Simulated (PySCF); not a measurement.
# Correlation energy of Mo (molybdenum, neutral)

[Kr] 4d5 5p1, high-spin 7P determinant (an excited configuration). All numbers are calculated (PySCF 2.14, a scalar-relativistic core potential, in def2-TZVPPD with the def2 core potential (28 electrons)). Frozen: 4s2 4p6; 6 electrons correlated.

```tsv
level	correlation energy (mhartree)
CCSD	-76.80
(T)	-1.94
CCSD(T)	-78.74
```

Diagnostics: T1 = 0.013, D1 = 0.0362, largest double amplitude 0.066.

Cost of the coupled-cluster step: roughly 2.1 core-seconds, for 6 correlated electrons.

Iterations:

```
CC2 = 0
CCSD nocc = (np.int64(6), np.int64(0)), nmo = (52, 52)
frozen orbitals [[0, 1, 2, 3], [0, 1, 2, 3]]
max_cycle = 100
direct = 0
conv_tol = 1e-08
conv_tol_normt = 1e-06
diis_space = 8
diis_start_cycle = 0
Init t2, MP2 energy = -0.0682354929593857
Init E_corr(UCCSD) = -0.0682354929916257
cycle = 1  E_corr(UCCSD) = -0.0748490090514823  dE = -0.00661351606  norm(t1,t2) = 0.0322236
cycle = 2  E_corr(UCCSD) = -0.0758546003653338  dE = -0.00100559131  norm(t1,t2) = 0.0158773
cycle = 3  E_corr(UCCSD) = -0.0765178213928136  dE = -0.000663221027  norm(t1,t2) = 0.0106781
cycle = 4  E_corr(UCCSD) = -0.0765263543191173  dE = -8.5329263e-06  norm(t1,t2) = 0.00628378
cycle = 5  E_corr(UCCSD) = -0.076779417113189  dE = -0.000253062794  norm(t1,t2) = 0.00418352
cycle = 6  E_corr(UCCSD) = -0.076781232806763  dE = -1.81569357e-06  norm(t1,t2) = 0.00171876
cycle = 7  E_corr(UCCSD) = -0.0767949009704087  dE = -1.36681636e-05  norm(t1,t2) = 0.00085441
cycle = 8  E_corr(UCCSD) = -0.076792473870682  dE = 2.42709973e-06  norm(t1,t2) = 0.000685701
cycle = 9  E_corr(UCCSD) = -0.076798830752669  dE = -6.35688199e-06  norm(t1,t2) = 0.000580485
cycle = 10  E_corr(UCCSD) = -0.0767997406827792  dE = -9.0993011e-07  norm(t1,t2) = 0.000272391
cycle = 11  E_corr(UCCSD) = -0.0768010708564614  dE = -1.33017368e-06  norm(t1,t2) = 5.18652e-05
cycle = 12  E_corr(UCCSD) = -0.0768012080230875  dE = -1.37166626e-07  norm(t1,t2) = 1.33065e-05
cycle = 13  E_corr(UCCSD) = -0.076801134092219  dE = 7.39308685e-08  norm(t1,t2) = 4.22392e-06
cycle = 14  E_corr(UCCSD) = -0.0768010828611874  dE = 5.12310316e-08  norm(t1,t2) = 1.72021e-06
cycle = 15  E_corr(UCCSD) = -0.0768010939935738  dE = -1.11323864e-08  norm(t1,t2) = 8.65398e-07
cycle = 16  E_corr(UCCSD) = -0.0768010988065213  dE = -4.81294746e-09  norm(t1,t2) = 4.87087e-07
UCCSD converged
E(UCCSD) = -67.53601443187628  E_corr = -0.07680109880652131
UCCSD(T) correction = -0.00194379087406504
```
